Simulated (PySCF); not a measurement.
## Orbital energies, ionisation energy and electron affinity

GeClF3.
Geometry (PBE0-D3(BJ)/def2-SVP, Å), atoms numbered from 1 in this order:
```xyz
5
ClF3Ge angstrom
Ge    -0.0005    0.0004   -0.0494
Cl     0.0352   -0.0208    2.0471
F      1.5752    0.0114   -0.6995
F     -0.8085    1.3823   -0.6346
F     -0.8014   -1.3733   -0.6636
```

Level: PBE0/def2-SVPD (PySCF). Frontier orbitals with their largest atomic shares (Löwdin; up to four atoms above 4 %):

```json
{"orbital": "HOMO−3", "ε (eV)": "-12.60", "main atoms": "F3 34 %, F4 33 %, F5 33 %"}
{"orbital": "HOMO−2", "ε (eV)": "-12.35", "main atoms": "Cl2 41 %, F4 16 %, F5 16 %, F3 16 %"}
{"orbital": "HOMO−1", "ε (eV)": "-10.81", "main atoms": "?"}
{"orbital": "HOMO", "ε (eV)": "-10.81", "main atoms": "?"}
{"orbital": "LUMO", "ε (eV)": "-2.23", "main atoms": "Ge1 32 %, Cl2 30 %, F3 13 %, F5 12 %"}
{"orbital": "LUMO+1", "ε (eV)": "0.71", "main atoms": "Ge1 33 %, Cl2 29 %, F5 13 %, F4 13 %"}
{"orbital": "LUMO+2", "ε (eV)": "0.72", "main atoms": "Ge1 33 %, Cl2 29 %, F3 13 %, F4 12 %"}
```

**Question.** What vertical ionisation energy does ΔSCF give, and how far is −ε(HOMO) from it?

**Answer.** ΔSCF: 13.49 eV (1302 kJ/mol; threshold wavelength 91.9 nm); ⟨S²⟩ of the doublet left behind is 0.754, against 0.75 for a pure doublet. −ε(HOMO) is 10.81 eV, 2.68 eV below it. In exact Kohn–Sham theory the two would be equal; PBE0 (global hybrid, 25 % exact exchange) falls short of its own ΔSCF value by 20 %. Holes in the HOMO−1 and HOMO−2 were tried too where these lie within 1.2 eV of the HOMO; the lowest converged state counts.

**Question.** On which atoms does the HOMO lie?

**Answer.** HOMO: Cl2 88 %, Ge1 6 %; HOMO−1: Cl2 88 %, Ge1 6 %. These 2 orbitals lie within 0.02 eV of one another. The HOMO−2 lies 1.54 eV lower.

**Question.** And the vertical electron affinity, the fundamental gap, Mulliken's electronegativity and the hardness (with the factor ½)?

**Answer.** EA = 0.27 eV by ΔSCF (−ε(LUMO) = 2.23 eV). IE − EA = 13.22 eV against an orbital gap of 8.58 eV; (IE + EA)/2 = 6.88 eV; (IE − EA)/2 = 6.61 eV.

**Question.** What kinetic energy would electrons from this vertical process carry with Lyman-α light (10.199 eV)?

**Answer.** The photon is 3.29 eV short of the vertical value.

**Question.** With α = 40.0 au, estimate the like-pair dispersion coefficient by London's formula C6 = (3/4)α²I.

**Answer.** I = 0.4958 Eh, so C6 ≈ 595 au, a rough estimate.

**Question.** Shift the occupied levels rigidly so that −ε(HOMO) equals the ΔSCF value. What binding energies result?

**Answer.** The shift is +2.68 eV: HOMO 13.49, HOMO−1 13.49, HOMO−2 15.03, HOMO−3 15.28 eV. A rigid shift is only a rough guide to the deeper ionisations.

**Question.** What total energies stand behind the ΔSCF value?

**Answer.** E(N) = -2835.57509 Eh and E(N − 1) = -2835.07933 Eh at the same geometry, 0.49576 Eh apart. With one more electron, E(N + 1) = -2835.58488 Eh.

Isolated species at its PBE0-D3(BJ)/def2-SVP geometry, gas phase. The calculation is non-relativistic, for germanium too.
